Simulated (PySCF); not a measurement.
Species: C4H4N2O3S.
Structure used (PBE0-D3(BJ)/def2-SVP), in Å, numbered top down from 1:
```xyz
14
C4H4N2O3S angstrom
O      2.2801    0.2348   -1.7865
S      1.9337   -0.0437   -0.4138
O      2.5818    0.6078    0.7036
O      2.0591   -1.6404   -0.2234
C      0.1685    0.1643   -0.2195
C     -0.5753    0.8770   -1.1577
N     -1.8780    1.0687   -0.9676
C     -2.4126    0.5483    0.1308
C     -1.6534   -0.1803    1.0542
N     -0.3520   -0.3675    0.8741
H      1.8664   -1.8358    0.7093
H     -0.1065    1.2823   -2.0591
H     -3.4843    0.7055    0.2926
H     -2.1104   -0.6151    1.9486
```

Level: wB97X-D/def2-SVPD in PySCF, non-relativistic, on one gas-phase PBE0-D3(BJ)/def2-SVP geometry that isn't relaxed in the solvent. The solvent is an IEF-PCM continuum (Bondi radii, 1.10 Å for H, scaled by 1.2), and excitations are vertical TDDFT with non-equilibrium linear response and a frozen core. The model holds no explicit solvent molecules, cavitation or dispersion.

```json
{"run": "gas", "E − E(gas) (kcal/mol)": "0.00", "HOMO (eV)": "-10.14", "HOMO–LUMO gap (eV)": "9.25", "dipole (D)": "5.27", "lowest singlet (eV)": "4.08", "static polarisability (au)": "87.6"}
{"run": "P", "E − E(gas) (kcal/mol)": "-11.57", "HOMO (eV)": "-9.90", "HOMO–LUMO gap (eV)": "9.33", "dipole (D)": "6.82", "lowest singlet (eV)": "4.14", "static polarisability (au)": "119.6"}
{"run": "Q", "E − E(gas) (kcal/mol)": "-9.70", "HOMO (eV)": "-9.93", "HOMO–LUMO gap (eV)": "9.32", "dipole (D)": "6.57", "lowest singlet (eV)": "4.13", "static polarisability (au)": "113.3"}
```

Task: The runs were made in methanol and tetrahydrofuran. Which run belongs to which solvent?

Result: P = methanol, Q = tetrahydrofuran. The dielectric constants are 7.426 (tetrahydrofuran), 32.61 (methanol), and the energy falls further as ε rises. The optical constants n² used for the excitations are 1.97, 1.77 in the same order. In this model the ground state sees the solvent through ε alone.

Task: How constant is the ratio of the lowering to (ε − 1)/(2ε + 1)?

Result: 
```tsv
solvent	(ε − 1)/(2ε + 1)	E − E(gas) (kcal/mol)	ratio (kcal/mol)	polarisation term (kcal/mol)
tetrahydrofuran	0.405	-9.70	-23.9	-11.02
methanol	0.477	-11.57	-24.2	-13.48
```

The ratio changes by +1.3 % in size from tetrahydrofuran to methanol. The polarisation term is half the interaction of the solute with the induced surface charges.

wB97X-D is run here without its empirical dispersion term; that term would change no orbital, density or response property at a fixed geometry.
